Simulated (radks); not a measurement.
All-electron atom: Ho3+ in [Xe] 4f10 (the NIST ground configuration).

Method: Dirac Kohn-Sham, PBE, spin-unpolarised, spherical densities, finite nucleus; open shells fill j = l - 1/2 first; Fermi nuclear charge, rms radius 5.2022 fm; computed with a radial shooting solver on a logarithmic mesh with Libxc functionals.

Energy parts (eV):
part                      energy
total                 -343563.16
kinetic                377959.15
electron-nucleus      -846498.54
Hartree                132344.45
exchange-correlation    -7368.22

Orbitals (lengths in bohr, moments of r in powers of bohr):
| orbital | occ. | eigenvalue (eV) | <r^2> | <r^4> | small-component weight |
|---|---|---|---|---|---|
| 1s1/2 | 2 | -55455.74 | 0.0005883 | 9.258e-07 | 6.27e-02 |
| 2s1/2 | 2 | -9298.214 | 0.009111 | 0.0001441 | 1.40e-02 |
| 2p1/2 | 2 | -8852.170 | 0.006582 | 0.00008843 | 1.40e-02 |
| 2p3/2 | 4 | -7995.301 | 0.007805 | 0.0001195 | 1.29e-02 |
| 3s1/2 | 2 | -2102.563 | 0.06029 | 0.005498 | 4.48e-03 |
| 3p1/2 | 2 | -1907.215 | 0.05588 | 0.004950 | 4.42e-03 |
| 3p3/2 | 4 | -1728.262 | 0.06278 | 0.006196 | 4.11e-03 |
| 3d3/2 | 4 | -1393.035 | 0.04962 | 0.004387 | 3.99e-03 |
| 3d5/2 | 6 | -1353.942 | 0.05153 | 0.004702 | 3.90e-03 |
| 4s1/2 | 2 | -441.7758 | 0.3036 | 0.1341 | 1.44e-03 |
| 4p1/2 | 2 | -364.1433 | 0.3175 | 0.1509 | 1.36e-03 |
| 4p3/2 | 4 | -323.9085 | 0.3554 | 0.1891 | 1.24e-03 |
| 4d3/2 | 4 | -195.9935 | 0.4021 | 0.2636 | 1.07e-03 |
| 4d5/2 | 6 | -188.6723 | 0.4170 | 0.2836 | 1.03e-03 |
| 4f5/2 | 6 | -35.5089 | 0.7907 | 1.664 | 6.39e-04 |
| 4f7/2 | 4 | -34.4623 | 0.8178 | 1.794 | 6.25e-04 |
| 5s1/2 | 2 | -79.9569 | 1.762 | 4.573 | 3.05e-04 |
| 5p1/2 | 2 | -58.3491 | 2.193 | 7.334 | 2.45e-04 |
| 5p3/2 | 4 | -52.8458 | 2.493 | 9.472 | 2.17e-04 |

The highest occupied level is 4f7/2 at -34.462 eV. The density falls to 0.001 e/bohr^3 at r = 3.16 bohr. For comparison, the ionisation energy in NIST's Atomic Spectra Database is 42.5 eV (semi-empirical). In exact Kohn-Sham theory the highest level is minus the ionisation energy, but local and semilocal functionals leave it too shallow, through self-interaction and a potential that decays too fast; potentials with the right tail come closer. The electron density at the nucleus is 8.054e+05 e/bohr^3.

Beside tabulated values, note that spin-unpolarised runs miss the spin-polarisation part of the exchange energy of open shells.
